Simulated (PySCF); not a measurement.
As (SMILES [As+]), charge +1, triplet; CAMB3LYP/cc-pVTZ (PySCF).

PySCF was given this input:
```python
from pyscf import gto, scf, dft

mol = gto.Mole()
mol.atom = '''
    As    0.000000    0.000000    0.000000
'''
mol.basis = 'cc-pvtz'
mol.charge = 1
mol.spin = 2
mol.verbose = 5
mol.build()

mf = dft.UKS(mol)
mf.xc = 'camb3lyp'
mf.grids.prune = dft.gen_grid.sg1_prune
mf.kernel()
```

It wrote (shortened):

```
PySCF version 2.14.0

[INPUT] verbose = 5
[INPUT] max_memory = 4000
[INPUT] num. atoms = 1
[INPUT] num. electrons = 32
[INPUT] charge = 1
[INPUT] spin (= nelec alpha-beta = 2S) = 2
[INPUT] symmetry False subgroup None
[INPUT] Mole.unit = angstrom
[INPUT] Symbol           X                Y                Z      unit          X                Y                Z       unit  Magmom
[INPUT]  1 As     0.000000000000   0.000000000000   0.000000000000 AA    0.000000000000   0.000000000000   0.000000000000 Bohr   0.0
[INPUT] ---------------- BASIS SET ----------------
[INPUT] l, kappa, [nprim/nctr], expnt,             c_1 c_2 ...
[INPUT] As
[INPUT] 0    0    [18   /4   ]  8482339.6         6.8e-06 -2.1e-06 8e-07 -2e-07
                                1270150.9         5.28e-05 -1.65e-05 6.4e-06 -1.8e-06
                                289056.96         0.0002774 -8.66e-05 3.37e-05 -9.3e-06
                                81879.849         0.0011702 -0.0003653 0.0001423 -3.92e-05
                                26716.564         0.0042421 -0.0013309 0.0005188 -0.0001429
                                9647.5842         0.0136557 -0.0043093 0.0016802 -0.0004629
                                3764.1195         0.0393399 -0.0126973 0.0049677 -0.0013687
                                1561.5656         0.0999292 -0.033616 0.0132115 -0.003644
                                680.81467         0.2121555 -0.078947 0.0314566 -0.0086884
                                309.24119         0.3363866 -0.1514458 0.0618446 -0.0171556
                                145.25736         0.3155125 -0.2042014 0.0879566 -0.0245514
                                69.739048         0.1181312 -0.0557367 0.0257548 -0.0073524
                                31.770325         0.0080076 0.4187607 -0.2455459 0.0720087
                                15.391757         0.0003293 0.5758762 -0.5090572 0.1576254
                                7.341526          -0.0001523 0.1696842 -0.0555749 0.0142074
                                3.323716          2.47e-05 0.0060662 0.7083796 -0.2851593
                                1.485867          -3.66e-05 0.0017605 0.5231027 -0.3885347
                                0.2115            -9.4e-06 0.0002316 -0.0111176 0.6495337
[INPUT] 0    0    [1    /1   ]  0.421086             1
[INPUT] 0    0    [1    /1   ]  0.088974             1
[INPUT] 1    0    [11   /3   ]  7423.8614         0.0004599 -0.0001794 3.99e-05
                                1759.5166         0.0039823 -0.0015641 0.0003488
                                570.22916         0.0214638 -0.0084999 0.0018953
                                216.57997         0.0824617 -0.0336327 0.0075325
                                90.734252         0.2238902 -0.0953228 0.0214315
                                40.308791         0.3920704 -0.1793626 0.0407807
                                18.555502         0.3542238 -0.1466682 0.0325249
                                8.396543          0.1048641 0.1966016 -0.0548832
                                3.767367          0.0033664 0.5372088 -0.1511922
                                1.629701          0.0018495 0.3857361 -0.1249011
                                0.222503          0.0002297 -0.0054006 0.5855293
[INPUT] 1    0    [1    /1   ]  0.568263             1
[INPUT] 1    0    [1    /1   ]  0.080405             1
[INPUT] 2    0    [7    /1   ]  321.01961         0.001684
                                96.249305         0.0141586
                                36.644963         0.0628259
                                15.493965         0.1784993
                                6.891138          0.3209452
                                3.054831          0.3773515
                                1.314241          0.2750231
[INPUT] 2    0    [1    /1   ]  0.51343              1
[INPUT] 2    0    [1    /1   ]  0.1877               1
[INPUT] 3    0    [1    /1   ]  0.4158               1

nuclear repulsion = 0
number of shells = 10
number of NR pGTOs = 111
number of NR cGTOs = 43
basis = cc-pvtz
ecp = {}

******** <class 'pyscf.dft.uks.UKS'> ********
method = UKS
initial guess = minao
damping factor = 0
level_shift factor = 0
DIIS = <class 'pyscf.scf.diis.CDIIS'>
diis_start_cycle = 1
diis_space = 8
diis_damp = 0
SCF conv_tol = 1e-09
SCF conv_tol_grad = None
SCF max_cycles = 50
direct_scf = True
direct_scf_tol = 1e-13
number electrons alpha = 17  beta = 15
XC library pyscf.dft.libxc version 7.1.2
    S. Lehtola, C. Steigemann, M. J. T. Oliveira, and M. A. L. Marques,  SoftwareX 7, 1–5 (2018)
XC functionals = camb3lyp
    T. Yanai, D. P. Tew, and N. C. Handy,  Chem. Phys. Lett. 393, 51 (2004)
radial grids:
    Treutler-Ahlrichs [JCP 102, 346 (1995); DOI:10.1063/1.469408] (M4) radial grids

becke partition: Becke, JCP 88, 2547 (1988); DOI:10.1063/1.454033
pruning grids: <function sg1_prune>
grids dens level: 3
symmetrized grids: False
atomic radii adjust function: <function treutler_atomic_radii_adjust>
small_rho_cutoff = 0
Set gradient conv threshold to 3.16228e-05
Traceback (most recent call last):
  File "input.py", line 16, in <module>
  File "<string>", line 2, in kernel
  File "site-packages/pyscf/scf/hf.py", line 2099, in scf
  File "site-packages/pyscf/scf/hf.py", line 132, in kernel
  File "site-packages/pyscf/dft/uks.py", line 42, in get_veff
  File "site-packages/pyscf/dft/uks.py", line 192, in initialize_grids
  File "site-packages/pyscf/dft/rks.py", line 506, in initialize_grids
  File "site-packages/pyscf/dft/gen_grid.py", line 653, in build
  File "<string>", line 6, in gen_atomic_grids
  File "site-packages/pyscf/dft/gen_grid.py", line 318, in gen_atomic_grids
  File "site-packages/pyscf/dft/gen_grid.py", line 81, in sg1_prune
IndexError: index 33 is out of bounds for axis 0 with size 19
```

The program refused the input.
